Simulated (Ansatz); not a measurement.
GaF₃. Charge 0, multiplicity 3. Geometry PBE-D4/def2-TZVP, that of the neutral singlet; atoms count from 1.

```xyz
4

Ga    0.000    0.000    0.000
F     1.735    0.071    0.182
F    -0.976    1.391    0.400
F    -0.758   -1.462   -0.582
```

At PBE0-D4/def2-TZVP a singlet of charge 0 lies 7.01 eV below the triplet at the same geometry.

Q: Estimate the Mulliken populations from the PBE0/def2-TZVP orbitals of Ansatz.

A: 
```tsv
atom	charge (e)	spin (α − β)
Ga1	0.45	0.90
F2	-0.16	0.35
F3	-0.14	0.38
F4	-0.14	0.38
```
Mulliken values depend strongly on the basis.

Q: Where does the spin sit?

A: Summed by element: Ga 0.90, F 1.10, of 2 unpaired in all. Largest on single atoms: Ga1 0.90, F4 0.38, F3 0.38.

Q: And the Mayer bond orders between heavy atoms (over 0.3)?

A: Ga1–F2 0.74 (1.75 Å); Ga1–F3 0.71 (1.75 Å); Ga1–F4 0.71 (1.75 Å).
